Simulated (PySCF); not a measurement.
C5H8Si, SMILES [C@H]1([SiH3])C[C@H]1C#C. Atoms are numbered in the order given.

```xyz
14

C      2.1325     1.4372     0.3404
C      1.5417     0.3842     0.4163
C      0.8074    -0.8648     0.5088
C      0.2797    -1.5285    -0.7364
C     -0.6871    -0.8816     0.2222
Si    -1.5896     0.6966    -0.2399
H      2.6607     2.3718     0.2714
H      1.1529    -1.5291     1.3080
H      0.3199    -2.6207    -0.7768
H      0.4757    -1.0282    -1.6897
H     -1.2552    -1.5724     0.8560
H     -0.8951     1.3688    -1.3741
H     -1.6712     1.6288     0.9217
H     -2.9791     0.3497    -0.6654
```
Charge 0, spin multiplicity 1.

Geometry optimised at ωB97X-D3(BJ)/def2-SVP. The structure was generated by enumeration; whether it is a known compound was not checked.

All values below come from HF/def2-TZVP run with PySCF.

ESP charges are fitted to the potential on shells at 1.4 to 2.0 van der Waals radii. Atomic charges (e):

```csv
atom,Mulliken,ESP fit,IAO
C1,-0.07,-0.51,-0.26
C2,-0.12,0.05,-0.03
C3,-0.23,-0.05,-0.12
C4,-0.20,-0.32,-0.23
C5,-0.25,-0.15,-0.43
Si6,0.34,0.25,0.83
H7,0.20,0.34,0.20
H8,0.13,0.14,0.15
H9,0.12,0.14,0.14
H10,0.13,0.18,0.14
H11,0.12,0.13,0.14
H12,-0.05,-0.04,-0.17
H13,-0.05,-0.07,-0.17
H14,-0.06,-0.09,-0.18
```

Computed Mayer and Wiberg (Löwdin basis) orders of the bonds:
```csv
bond,Mayer,Wiberg
C1–C2,2.81,2.95
C2–C3,1.14,1.24
C3–C4,0.96,1.19
C3–C5,0.92,1.15
C4–C5,0.96,1.23
C5–Si6,0.94,1.09
C1–H7,0.92,0.92
C3–H8,0.98,0.81
C4–H9,0.98,0.88
C4–H10,0.97,0.87
C5–H11,0.96,0.83
Si6–H12,0.96,0.95
Si6–H13,0.98,0.95
Si6–H14,0.98,0.95
```
